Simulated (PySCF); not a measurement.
Niobium: a sound run and one with changed settings

Sound run: Nb [Kr] 4d4 5s1, Nb⁺ [Kr] 4d4. Computed with PySCF 2.14 in cc-pVDZ-PP with ECP28MDF (4s4p3d1f, 38 functions), with a scalar-relativistic core potential. The sound run starts from symmetry-adapted Hartree-Fock orbitals and uses a fine grid where one is needed.

A second run was set up differently.

```tsv
species	method	sound run (hartree)	changed run (hartree)	converged
Nb	UHF	-56.14738	-56.08683	no
Nb	PBE	-56.65277	-56.60832	no
Nb	B3LYP	-56.65492	-56.60701	no
Nb⁺	UHF	-55.92694	-55.92689	no
Nb⁺	PBE	-56.38853	-56.38939	no
Nb⁺	B3LYP	-56.40014	-56.39947	no
```

Q: What was changed?
A. basis contracted for another Hamiltonian
B. minimal basis
C. all electrons correlated in a valence basis
D. level shift left on

A: D. It used initial guess 1e, at most 50 SCF cycles, level shift 2.0 hartree. A level shift slows the SCF but leaves a converged energy unchanged.
